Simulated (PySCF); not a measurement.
C2H3O3, SMILES O=C(OC)[O], multiplicity 2. Atoms are numbered in the order given.

```xyz
8

C     -0.0415     1.8039     0.0000
O      0.6959     0.5707     0.0000
C      0.0119    -0.5583     0.0000
O      0.6371    -1.6506     0.0000
O     -1.2316    -0.6480     0.0000
H     -1.1238     1.6178     0.0000
H      0.2446     2.3666     0.8987
H      0.2446     2.3666    -0.8987
```
Charge 0, spin multiplicity 2.

The structure is a stationary point at r2SCAN-D4/def2-SVP. A frequency run showed that this geometry is not a minimum. The isomer is the one that the SMILES or the coordinates give; other isomers of the formula were not compared.

Computed with PBE0/pcH-1 run with PySCF.

Unrestricted Kohn–Sham, ⟨S²⟩ = 0.758. Hyperfine tensors hold the contact and dipolar terms, without spin-orbit corrections.

Computed hyperfine couplings:
```csv
nucleus,A(iso) (MHz),A(iso) (G),dipolar principal values (MHz)
13C no. 1,12.5,4.5,"-2.0, -1.4, 3.4"
17O no. 2,12.6,4.5,"-4.7, 0.8, 3.9"
13C no. 3,-41.8,-14.9,"-10.3, 0.5, 9.8"
17O no. 4,-32.5,-11.6,"-197.3, 95.3, 101.9"
17O no. 5,-26.5,-9.5,"-145.5, 70.6, 74.9"
1H no. 6,1.2,0.4,"-4.9, -1.7, 6.7"
1H no. 7,1.3,0.5,"-1.3, -1.2, 2.6"
1H no. 8,1.3,0.5,"-1.3, -1.2, 2.6"
```

Task: And the g tensor (effective nuclear charges for spin-orbit coupling, GIAO)? (The exact figures need the calculation; the answer reports its results.)

Result: principal values 2.0045, 2.0068, 2.0232; isotropic 2.0115.
